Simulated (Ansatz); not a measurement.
Steps of a relaxation of `C[S][Ga]([OH])[F]` with RKS PBE0-D4/def2-TZVP.

```sh
$ ansatz run in.yaml --threads 4 --pin off --events-out ev --progress --plain --max-ram 10444MiB
```

```yaml
crystal:
  periodic: [false, false, false]
  atoms:
    - {symbol: C, position_ang: [1.385950, 0.220350, 0.935770]}
    - {symbol: S, position_ang: [0.726660, 1.499330, -0.202300]}
    - {symbol: Ga, position_ang: [-1.045740, 0.381550, -0.937790]}
    - {symbol: O, position_ang: [-1.285480, -1.291670, -0.466860]}
    - {symbol: F, position_ang: [-2.315000, 0.996600, -2.009570]}
    - {symbol: H, position_ang: [0.796330, 0.196740, 1.848070]}
    - {symbol: H, position_ang: [2.404260, 0.524350, 1.157890]}
    - {symbol: H, position_ang: [1.383100, -0.752890, 0.454120]}
    - {symbol: H, position_ang: [-2.050070, -1.774350, -0.779330]}
basis:
  gaussian: {orbitals: def2-TZVP}
hamiltonian: {xc: pbe0, dispersion: d4}
relax: {f_tol: 0.005, max_steps: 150}
```

Positions (Å) and forces (eV/Å) along the path, 15 of 24 steps:

```xyz
9
step=1 energy=-69068.8407 eV
C     1.386    0.220    0.936   -0.232    0.186   -0.246
S     0.727    1.499   -0.202   -0.650   -0.434   -0.232
Ga   -1.046    0.382   -0.938    0.099    0.753   -0.210
O    -1.285   -1.292   -0.467    0.269   -0.515    0.380
F    -2.315    0.997   -2.010    0.442   -0.021    0.287
H     0.796    0.197    1.848    0.030   -0.053    0.056
H     2.404    0.524    1.158    0.112   -0.009    0.046
H     1.383   -0.753    0.454    0.055   -0.077    0.069
H    -2.050   -1.774   -0.779   -0.124    0.170   -0.151
9
step=2 energy=-69068.8903 eV
C     1.382    0.225    0.924   -0.065    0.122   -0.108
S     0.671    1.482   -0.204   -0.109   -0.155    0.038
Ga   -1.056    0.367   -0.903   -0.166    0.316   -0.352
O    -1.311   -1.313   -0.433    0.095   -0.347    0.235
F    -2.240    1.035   -2.028    0.234   -0.073    0.228
H     0.812    0.177    1.849    0.012   -0.011    0.011
H     2.395    0.562    1.136    0.022   -0.016    0.023
H     1.416   -0.756    0.455    0.008   -0.005    0.008
H    -2.068   -1.778   -0.795   -0.032    0.169   -0.082
9
step=3 energy=-69068.8936 eV
C     1.384    0.231    0.921    0.022    0.018   -0.030
S     0.664    1.454   -0.234    0.227    0.031    0.099
Ga   -1.023    0.329   -0.948   -0.472    0.106   -0.120
O    -1.318   -1.340   -0.435   -0.006   -0.198    0.012
F    -2.241    1.076   -1.980    0.213   -0.151    0.098
H     0.790    0.164    1.831    0.013    0.004   -0.033
H     2.380    0.602    1.168   -0.062   -0.023   -0.022
H     1.471   -0.754    0.464   -0.005    0.062    0.014
H    -2.108   -1.760   -0.786    0.071    0.150   -0.016
9
step=4 energy=-69068.9040 eV
C     1.384    0.227    0.915   -0.016    0.019   -0.009
S     0.655    1.469   -0.209    0.012   -0.028    0.015
Ga   -1.051    0.342   -0.920    0.095    0.014    0.053
O    -1.307   -1.342   -0.415    0.171    0.133    0.083
F    -2.219    1.034   -2.024   -0.032   -0.012   -0.014
H     0.791    0.133    1.823    0.007   -0.003   -0.010
H     2.376    0.598    1.171   -0.011    0.005   -0.009
H     1.479   -0.744    0.434   -0.003    0.011   -0.001
H    -2.108   -1.717   -0.775   -0.224   -0.140   -0.109
9
step=5 energy=-69068.9053 eV
C     1.389    0.233    0.918    0.016   -0.002    0.016
S     0.657    1.474   -0.202    0.019   -0.014    0.019
Ga   -1.040    0.339   -0.908   -0.104   -0.112   -0.026
O    -1.329   -1.349   -0.419    0.084    0.135    0.015
F    -2.218    1.014   -2.017    0.034   -0.003    0.025
H     0.808    0.148    1.835   -0.002    0.002   -0.012
H     2.387    0.598    1.160    0.001    0.002   -0.004
H     1.471   -0.741    0.442   -0.001    0.012    0.000
H    -2.124   -1.716   -0.810   -0.048   -0.020   -0.034
9
step=6 energy=-69068.9060 eV
C     1.391    0.232    0.919   -0.001    0.000   -0.001
S     0.653    1.469   -0.203    0.024   -0.003    0.015
Ga   -1.047    0.338   -0.910   -0.040   -0.035   -0.011
O    -1.332   -1.344   -0.413    0.042    0.056    0.015
F    -2.216    1.021   -2.022    0.016   -0.008    0.014
H     0.807    0.141    1.833    0.004    0.000   -0.007
H     2.386    0.603    1.163   -0.007    0.002   -0.003
H     1.480   -0.741    0.440    0.001    0.009    0.003
H    -2.123   -1.719   -0.807   -0.038   -0.021   -0.024
9
step=8 energy=-69068.9062 eV
C     1.395    0.232    0.917    0.000    0.002   -0.001
S     0.655    1.465   -0.205    0.001    0.000    0.000
Ga   -1.050    0.336   -0.908    0.000   -0.001    0.000
O    -1.346   -1.341   -0.403    0.002    0.001    0.002
F    -2.211    1.021   -2.027    0.000    0.000   -0.001
H     0.802    0.125    1.824    0.000   -0.001    0.000
H     2.381    0.616    1.176    0.000    0.000    0.001
H     1.505   -0.736    0.433    0.001   -0.001    0.000
H    -2.132   -1.718   -0.807   -0.002    0.000   -0.001
9
step=10 energy=-69068.9062 eV rejected
C     1.399    0.230    0.915   -0.030    0.033   -0.030
S     0.658    1.462   -0.210    0.003   -0.002    0.003
Ga   -1.050    0.334   -0.908    0.001   -0.007    0.001
O    -1.357   -1.338   -0.393    0.006    0.012    0.000
F    -2.206    1.019   -2.033    0.000   -0.001    0.001
H     0.791    0.101    1.806   -0.027   -0.006    0.038
H     2.370    0.632    1.198    0.046    0.022    0.013
H     1.540   -0.727    0.421    0.007   -0.047   -0.025
H    -2.145   -1.712   -0.796   -0.006   -0.004   -0.002
9
step=12 energy=-69068.9056 eV rejected
C     1.405    0.227    0.907    0.057   -0.057    0.059
S     0.667    1.456   -0.221   -0.006   -0.005   -0.002
Ga   -1.049    0.332   -0.909    0.001   -0.003    0.001
O    -1.376   -1.329   -0.371   -0.007    0.010   -0.010
F    -2.196    1.014   -2.044    0.000   -0.002    0.001
H     0.760    0.046    1.768    0.085    0.011   -0.096
H     2.347    0.665    1.247   -0.119   -0.067   -0.036
H     1.612   -0.713    0.392   -0.021    0.111    0.076
H    -2.169   -1.698   -0.769    0.009    0.002    0.007
9
step=13 energy=-69068.9063 eV
C     1.398    0.230    0.914   -0.007    0.006   -0.008
S     0.658    1.462   -0.210    0.002   -0.001    0.001
Ga   -1.050    0.335   -0.909   -0.002   -0.002    0.002
O    -1.355   -1.337   -0.393    0.002    0.004   -0.001
F    -2.206    1.018   -2.033    0.000    0.000    0.000
H     0.789    0.100    1.806   -0.006   -0.002    0.008
H     2.370    0.631    1.199    0.010    0.005    0.003
H     1.539   -0.729    0.420    0.002   -0.008   -0.004
H    -2.143   -1.712   -0.794   -0.001   -0.001    0.000
9
step=14 energy=-69068.9061 eV rejected
C     1.403    0.227    0.909    0.010   -0.011    0.017
S     0.664    1.458   -0.217   -0.004    0.004    0.010
Ga   -1.055    0.337   -0.902    0.017   -0.019   -0.032
O    -1.368   -1.330   -0.377   -0.005    0.012    0.007
F    -2.198    1.014   -2.044   -0.003    0.003    0.015
H     0.772    0.065    1.781    0.024    0.002   -0.025
H     2.355    0.651    1.228   -0.033   -0.015   -0.008
H     1.584   -0.719    0.402   -0.005    0.024    0.016
H    -2.156   -1.704   -0.780   -0.001   -0.001    0.001
9
step=16 energy=-69068.9064 eV
C     1.402    0.228    0.909    0.002   -0.007   -0.005
S     0.664    1.458   -0.217   -0.004   -0.002    0.001
Ga   -1.050    0.335   -0.908    0.004   -0.003   -0.006
O    -1.366   -1.331   -0.379   -0.003    0.003    0.000
F    -2.201    1.016   -2.040    0.000    0.000    0.003
H     0.771    0.066    1.781    0.002   -0.001   -0.001
H     2.354    0.650    1.229   -0.001   -0.002    0.001
H     1.583   -0.719    0.404   -0.002    0.011    0.006
H    -2.157   -1.703   -0.777    0.002    0.001    0.002
9
step=17 energy=-69068.9064 eV
C     1.404    0.227    0.907    0.008   -0.014    0.002
S     0.666    1.457   -0.220   -0.002   -0.001    0.000
Ga   -1.050    0.334   -0.909    0.000   -0.003   -0.003
O    -1.371   -1.328   -0.373   -0.002    0.004   -0.002
F    -2.199    1.014   -2.043    0.001   -0.001    0.003
H     0.763    0.051    1.770    0.012    0.000   -0.012
H     2.346    0.659    1.242   -0.015   -0.009   -0.004
H     1.603   -0.714    0.396   -0.004    0.023    0.015
H    -2.164   -1.700   -0.769    0.002    0.001    0.002
9
step=19 energy=-69068.9065 eV
C     1.405    0.225    0.904    0.001   -0.009    0.000
S     0.668    1.456   -0.223    0.003   -0.001    0.000
Ga   -1.049    0.334   -0.911   -0.003   -0.002    0.000
O    -1.377   -1.324   -0.365    0.001    0.003   -0.001
F    -2.195    1.012   -2.048    0.001   -0.001    0.001
H     0.756    0.032    1.755    0.003    0.001   -0.004
H     2.337    0.667    1.258   -0.003    0.000   -0.001
H     1.626   -0.707    0.388   -0.002    0.009    0.004
H    -2.171   -1.695   -0.759   -0.001   -0.001    0.000
9
step=24 energy=-69068.9065 eV
C     1.411    0.222    0.897    0.002   -0.001    0.000
S     0.676    1.450   -0.234   -0.001    0.001    0.000
Ga   -1.048    0.333   -0.912    0.001   -0.001    0.000
O    -1.392   -1.314   -0.345   -0.001    0.000    0.000
F    -2.189    1.008   -2.057    0.000    0.000    0.000
H     0.734   -0.018    1.714    0.001    0.000   -0.001
H     2.308    0.690    1.301   -0.002   -0.002   -0.001
H     1.689   -0.687    0.369   -0.001    0.002    0.002
H    -2.190   -1.682   -0.733    0.001    0.001    0.000
```

Hardware: 4 threads of an Intel Xeon 6975P-C on a shared host. Wall time 50 s, peak host memory 0.63 GiB.
